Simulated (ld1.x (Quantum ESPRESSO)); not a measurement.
chromium: one change to an RRKJ potential, before and after

ld1.x (Quantum ESPRESSO) 7.5 input, shortened:

```
&input
   title='Cr', zed=24., rel=1, dft='PBE', iswitch=3,
   config='[Ar] 3d4.5 4s0 4p0'
 /
 &inputp
   pseudotype=2, tm=.false., rho0=0.01, lloc=2,
   nlcc=.true.
 /
3
3S  1  0   2.00   0.00  0.95  0.95  0.0
3P  2  1   6.00   0.00  1.15  1.15  0.0
3D  3  2   4.50   0.00  2.00  2.00  0.0
 &test
   configts(1)='3s2 3p6 3d4.5 4s0 4p0'
 /
```

All-electron outer shells of the reference configuration (PBE, scalar-relativistic, ld1.x):

| shell | level (eV) | outermost node (bohr) | outermost maximum (bohr) |
| --- | --- | --- | --- |
| 2p | -574.23 | – | 0.20 |
| 3s | -87.56 | 0.36 | 0.78 |
| 3p | -58.98 | 0.33 | 0.80 |
| 3d | -15.90 | – | 0.84 |
| 4s | -14.06 | 1.11 | 2.45 |
| 4p | -9.48 | 1.22 | 3.00 |

Change: reference 3s2 3p6 3d5 4s0 4p1 (4p counted twice).

Cutoffs: the cutoffs (Ry, on a coarse ladder) from which the occupation-weighted sum of valence levels, in a spherical-Bessel basis at the reference potential, stays within 10 and 1 mRy of its value at 400 Ry; they do not see the model core or the augmentation charge, which bear on the density cutoff. Errors are all-electron minus pseudo energies relative to the spin-unpolarised reference configuration.

What does the change do?

The potential gets neither clearly harder nor softer (140 Ry and 200 Ry → 140 Ry and 200 Ry); the number of tests that count goes from 7 to 6; neither file shows a bound ghost at the reference potential, the only one tested. In the changed file ld1.x takes every shell without a wave as core, so the model core holds the 4p electrons as well and exchange and correlation see them twice. This cancels in the reference configuration, but the file is broken for other ones, and its errors say nothing about a proper core correction.

```csv
quantity,base,changed
"cutoff, loose",140 Ry,140 Ry
"cutoff, tight",200 Ry,200 Ry
loose cutoff by channel (10 mRy a level),"s 90 Ry, p 45 Ry, d 55 Ry","s 90 Ry, p 45 Ry, d 50 Ry"
bound ghosts,none,none
"largest miss of a reference level, eV",0.00,0.15
"tests counted (converged, no solver errors)",7 of 7,6 of 7
s: phases at 2.21 bohr within 0.05 rad from the reference energy up to (Ry; the scan ends near 5),-1.9,-1.0
p: phases at 2.21 bohr within 0.05 rad from the reference energy up to (Ry; the scan ends near 5),-1.3,-0.4
d: phases at 2.21 bohr within 0.05 rad from the reference energy up to (Ry; the scan ends near 5),0.2,1.0
```

Changed file: Tests not counted: 3s2 3p6 3d5.5 4s0.5 4p0 (solver errors, printed error -1633 eV).
